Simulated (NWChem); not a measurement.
Molecule: CH5FOSi; SMILES CO[SiH2]F

```xyz
9

Si    -0.5383     0.6463    -0.1127
F      0.8018     1.5347     0.1084
O     -0.3111    -0.8895     0.4262
C      0.5077    -1.8652    -0.1628
H     -0.8049     0.6544    -1.5780
H     -1.6257     1.2291     0.7040
H      1.5701    -1.7009     0.0852
H      0.2139    -2.8531     0.2221
H      0.4083    -1.8831    -1.2637
```
Atoms are numbered in this order, from 1.

Computed with NWChem. Medium grid unless said otherwise, to which SCAN and Minnesota functionals are sensitive. All runs use the structure optimised with PBE0/def2-SVP.

### Question
What does the run give for r2SCAN/def2-TZVP? Quantities: highest occupied level (eV); orbital gap (eV); dipole (D).

### Answer
```json
{
  "highest occupied level (eV)": "-7.50",
  "orbital gap (eV)": "7.80",
  "dipole (D)": "1.55"
}
```
